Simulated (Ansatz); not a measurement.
Ideal-gas functions of CH₃BiCl₂O, SMILES `C[O][Bi]([Cl])[Cl]` at 800 K and 1 bar, from an Ansatz frequency run at PBE0-D4/def2-TZVP.

Molar mass 310.92 g/mol, point group Cs (symmetry number 1), electronic degeneracy 1, moments of inertia 335.202, 383.393, 424.397 u Å². Harmonic wavenumbers (cm⁻¹, unscaled): 69, 90, 105, 116, 177, 260, 320, 337, 523, 1088, 1175, 1180, 1466, 1485, 1497, 3021, 3092, 3110.

Use S(trans) = R[1.5 ln M + 2.5 ln T − 1.1517]; rotational temperatures θ = 24.2544 K / I; S(rot) = R[ln(√π/σ · √(T³/θAθBθC)) + 1.5]; for each mode x = 1.438777 ν̃/T, S = R[x/(eˣ − 1) − ln(1 − e⁻ˣ)] and H = RT x/(eˣ − 1); 1 cm⁻¹ = 0.0119627 kJ/mol; R = 8.31446 J/(mol·K).

Problem. By hand: the entropy, in J/(mol·K).

Solution. Translation 201.0. Rotation: θ = 0.0724, 0.0633, 0.0572 K, giving 134.9. Vibration, mode by mode: 25.67, 23.46, 22.19, 21.36, 17.87, 14.71, 13.02, 12.60, 9.12, 3.94, 3.49, 3.46, 2.31, 2.25, 2.21, 0.23, 0.21, 0.20, in all 178.3. Electronic 0.0. Sum 514.2 J/(mol·K).

Problem. By hand: H − E and G − E in kJ/mol, counted from the electronic energy.

Solution. Zero-point energy ½ × 19111 × 0.0119627 = 114.3; thermal vibration 59.4; translation, rotation and pV give 4 RT = 26.6. H − E = 200.3 kJ/mol, and G − E = 200.3 − 800 × 514.2/1000 = -211.1 kJ/mol.

Vibration gives 35 % of the entropy, 92.7 J/(mol·K) of it from the modes under 150 cm⁻¹: soft modes count most, and the harmonic formula is weakest for them. The sum counts one conformer and one mirror image; others add a mixing term.
